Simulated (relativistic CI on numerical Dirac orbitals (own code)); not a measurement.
## Tb3+: q coefficients and field-shift factors

Computed by Dirac-Coulomb-Breit CI, separate exchange-only KLI orbitals for each configuration, valence Slater integrals scaled by 0.85, P86 correlation energy added to each configuration, derivatives by finite differences, QED left out (own radial code, finite nucleus).

CI space (outside the closed core [Xe]): 4f⁸. The list is cut by size and lacks configurations that can hold low levels.

With x = (α/α₀)² − 1 an excitation energy changes as ω = ω₀ + qx; K = 2q/ω₀ is the relative enhancement. Terms are leading LS components, so labels can repeat. The field-shift factor is F = δν/δ⟨r²⟩ for the transition from the lowest level.

Lowest level 4f⁸ ⁷F6.

```tsv
Level	ω₀ (cm⁻¹)	q (cm⁻¹)	K	F (GHz/fm²)
4f⁸ ⁷F5	2041.6	2118	2.08	0.0993
4f⁸ ⁷F4	3273.0	2804	1.71	0.147
4f⁸ ⁷F3	4243.4	3623	1.71	0.192
4f⁸ ⁷F2	4923.9	4130	1.68	0.221
4f⁸ ⁷F1	5375.5	4514	1.68	0.242
4f⁸ ⁷F0	5596.0	4691	1.68	0.252
4f⁸ ⁵D4	18858.5	-2175	-0.231	0.435
4f⁸ ⁵L10	24132.2	-1021	-0.0846	0.573
4f⁸ ⁵D3	24665.4	3489	0.283	0.701
4f⁸ ⁵G6	24945.9	-2890	-0.232	0.56
4f⁸ ⁵L9	25643.5	621.7	0.0485	0.649
4f⁸ ⁵G5	26273.6	-620.3	-0.0472	0.643
4f⁸ ⁵L8	26454.5	999.4	0.0756	0.68
4f⁸ ⁵D2	26606.7	2150	0.162	0.721
4f⁸ ⁵G4	26723.2	-667.2	-0.0499	0.655
4f⁸ ⁵L7	26773.0	459.6	0.0343	0.68
4f⁸ ⁵L6	26941.7	423.4	0.0314	0.687
4f⁸ ⁵G3	27388.2	421.6	0.0308	0.698
4f⁸ ⁵G2	27947.5	1178	0.0843	0.73
4f⁸ ⁵D1	29097.2	5731	0.394	0.86
4f⁸ ⁵H7	29644.7	-713.6	-0.0481	0.712
4f⁸ ⁵D0	29669.2	4954	0.334	0.858
4f⁸ ⁵H6	31303.5	814.1	0.052	0.788
```

For a near-neutral ion this model can misplace configurations by up to about 10,000 cm⁻¹ (more where the count of f electrons changes) and terms by 10 to 25 % of their spread. Rates follow the energies as ν³ (E1, M1) or ν⁵ (E2), so they and the lifetimes can be off by large factors. The fine structure of a lone outer electron comes out too small, for d and f at times inverted, and misplaced configurations move strength between like terms.
